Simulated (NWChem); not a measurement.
All runs are NWChem calculations. System: Cl3Sb, charge 1, spin multiplicity 2, at the geometry of a parent with another charge or spin, in a state set for the comparison that need not be this species' ground state. Its SCF solution wasn't tested for a lower state.

Job file:

```
start mol
memory heap 200 mb stack 900 mb global 1100 mb
charge 1
geometry units angstroms nocenter noautoz noautosym
  Sb     0.002105     0.573271     0.000000
  Cl    -1.051369    -0.569418     1.817395
  Cl    -1.051369    -0.569418    -1.817395
  Cl     2.096423    -0.580979     0.000000
end
basis spherical
  * library x2c-svpall-2c
end
relativistic
  zora on
end
dft
  xc xpbe96 cpbe96
  odft
  mult 2
  semidirect memsize 60000000 filesize 0
  iterations 100
  grid fine
end
task sodft energy
```

The output up to the point where the run's verdict is printed (cleaned and shortened):

```
             Northwest Computational Chemistry Package (NWChem) 7.3.0
             --------------------------------------------------------

                                NWChem Input Module
                                -------------------

 Scaling coordinates for geometry "geometry" by  1.889725989
 (inverse scale =  0.529177249)

                             Geometry "geometry" -> ""
                             -------------------------

 Output coordinates in angstroms (scale by  1.889725989 to convert to a.u.)

  No.       Tag          Charge          X              Y              Z
 ---- ---------------- ---------- -------------- -------------- --------------
    1 Sb                  51.0000     0.00210500     0.57327100     0.00000000
    2 Cl                  17.0000    -1.05136900    -0.56941800     1.81739500
    3 Cl                  17.0000    -1.05136900    -0.56941800    -1.81739500
    4 Cl                  17.0000     2.09642300    -0.58097900     0.00000000

 Effective nuclear repulsion energy (a.u.)     701.7985627683

            Nuclear Dipole moment (a.u.)
            ----------------------------
        X                 Y               Z
 ---------------- ---------------- ----------------
     0.0000000000    -0.0000642507     0.0000000000


 Summary of "ao basis" -> "" (spherical)
 ------------------------------------------------------------------------------
       Tag                 Description            Shells   Functions and Types
 ---------------- ------------------------------  ------  ---------------------
 *                       x2c-svpall-2c                on all atoms

  pbe96 is a nonlocal functional; adding pw91lda local functional.

                                 NWChem DFT Module
                                 -----------------

 Summary of "ao basis" -> "ao basis" (spherical)
 ------------------------------------------------------------------------------
       Tag                 Description            Shells   Functions and Types
 ---------------- ------------------------------  ------  ---------------------
 Sb                      x2c-svpall-2c              18       50   6s8p4d
[...]
 d= 0,ls=0.5,diis    75  -7941.1908483834 -2.89D-05  2.18D-05  4.07D-05    91.7
                                                     1.53D-05  4.07D-05
 d= 0,ls=0.5,diis    76  -7941.1908797804 -3.14D-05  2.30D-05  4.08D-05    92.9
                                                     1.66D-05  4.08D-05
 d= 0,ls=0.5,diis    77  -7941.1909120829 -3.23D-05  2.37D-05  4.26D-05    94.3
                                                     1.66D-05  4.26D-05
 d= 0,ls=0.5,diis    78  -7941.1909460308 -3.39D-05  2.52D-05  4.42D-05    95.5
                                                     1.77D-05  4.42D-05
 d= 0,ls=0.5,diis    79  -7941.1909813248 -3.53D-05  2.78D-05  4.63D-05    96.8
                                                     2.14D-05  4.63D-05
 d= 0,ls=0.5,diis    80  -7941.1910184341 -3.71D-05  2.77D-05  4.62D-05    98.1
                                                     1.94D-05  4.62D-05
 d= 0,ls=0.5,diis    81  -7941.1910553152 -3.69D-05  2.86D-05  5.22D-05    99.2
                                                     1.94D-05  5.22D-05
 d= 0,ls=0.5,diis    82  -7941.1910933159 -3.80D-05  3.02D-05  5.93D-05   100.2
                                                     2.07D-05  5.93D-05
 d= 0,ls=0.5,diis    83  -7941.1911307246 -3.74D-05  3.11D-05  7.33D-05   101.3
                                                     2.11D-05  7.33D-05
 d= 0,ls=0.5,diis    84  -7941.1911695691 -3.88D-05  3.31D-05  8.74D-05   102.2
                                                     2.33D-05  8.74D-05
 d= 0,ls=0.5,diis    85  -7941.1912095362 -4.00D-05  3.36D-05  1.04D-04   103.0
                                                     2.31D-05  1.04D-04
 d= 0,ls=0.5,diis    86  -7941.1912536913 -4.42D-05  3.53D-05  1.13D-04   103.9
                                                     2.39D-05  1.13D-04
 d= 0,ls=0.5,diis    87  -7941.1912995637 -4.59D-05  4.05D-05  1.24D-04   104.7
                                                     3.06D-05  1.24D-04
 d= 0,ls=0.5,diis    88  -7941.1913322996 -3.27D-05  3.98D-05  1.79D-04   105.5
                                                     2.83D-05  1.79D-04
 d= 0,ls=0.5,diis    89  -7941.1913694804 -3.72D-05  4.26D-05  2.23D-04   106.3
                                                     3.22D-05  2.23D-04
 d= 0,ls=0.5,diis    90  -7941.1914009193 -3.14D-05  4.24D-05  2.91D-04   107.2
                                                     2.97D-05  2.91D-04
 d= 0,ls=0.5,diis    91  -7941.1914405501 -3.96D-05  4.58D-05  3.38D-04   108.0
                                                     3.29D-05  3.38D-04
 d= 0,ls=0.5,diis    92  -7941.1914690599 -2.85D-05  4.66D-05  4.24D-04   108.7
                                                     3.26D-05  4.24D-04
 d= 0,ls=0.5,diis    93  -7941.1915042126 -3.52D-05  4.83D-05  4.95D-04   109.5
                                                     3.45D-05  4.95D-04
 d= 0,ls=0.5,diis    94  -7941.1915617624 -5.75D-05  5.03D-05  5.08D-04   110.3
                                                     3.45D-05  5.08D-04
 d= 0,ls=0.5,diis    95  -7941.1916156029 -5.38D-05  5.23D-05  5.46D-04   111.0
                                                     3.51D-05  5.46D-04
 d= 0,ls=0.5,diis    96  -7941.1916776487 -6.20D-05  6.22D-05  5.65D-04   111.8
                                                     5.22D-05  5.65D-04
 d= 0,ls=0.5,diis    97  -7941.1918036608 -1.26D-04  5.83D-05  4.17D-04   112.8
                                                     3.99D-05  4.17D-04
 d= 0,ls=0.5,diis    98  -7941.1918914190 -8.78D-05  6.04D-05  3.98D-04   113.5
                                                     3.97D-05  3.98D-04
 d= 0,ls=0.5,diis    99  -7941.1919649764 -7.36D-05  6.24D-05  4.23D-04   114.3
                                                     4.14D-05  4.23D-04
 d= 0,ls=0.5,diis   100  -7941.1920227210 -5.77D-05  6.39D-05  4.94D-04   115.1
                                                     4.35D-05  4.94D-04
```

Convergence was not reached. The next line reads: Calculation failed to converge. NWChem stopped with the message: sodft energy failed.
